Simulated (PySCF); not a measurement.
(1Z)-1-chloro-2-fluorobuta-1,3-diene (C4H4ClF), SMILES C(=C(/F)C=C)/Cl. Atoms are numbered in the order given.

```xyz
10

C     -0.0147    -2.9153     0.0000
C      0.6770    -1.7659     0.0000
C      0.0585    -0.4503     0.0000
F     -1.2794    -0.4384     0.0000
C      0.7437     0.7075     0.0000
Cl    -0.0157     2.2556     0.0000
H     -1.1069    -2.9165     0.0000
H      0.4965    -3.8800     0.0000
H      1.7709    -1.7710     0.0000
H      1.8334     0.7119     0.0000
```

Coordinates come from a B3LYP-D3(BJ)/def2-SVP optimisation. One conformer was computed; it need not be the lowest.

Level of theory: SMD-B3LYP/def2-SVP in PySCF.

Solvation free energies are E(SMD) − E(gas) at the gas-phase geometry, for 1 M in both phases. In vacuum the dipole moment is 2.08 D.

Computed solvation free energies in water, methanol, dichloromethane:
```tsv
solvent	ΔG(solv) (kcal/mol)	its non-electrostatic (CDS) part	dipole (D)
water	0.7	4.3	2.77
methanol	-3.0	0.5	2.75
dichloromethane	-4.1	-1.1	2.66
```
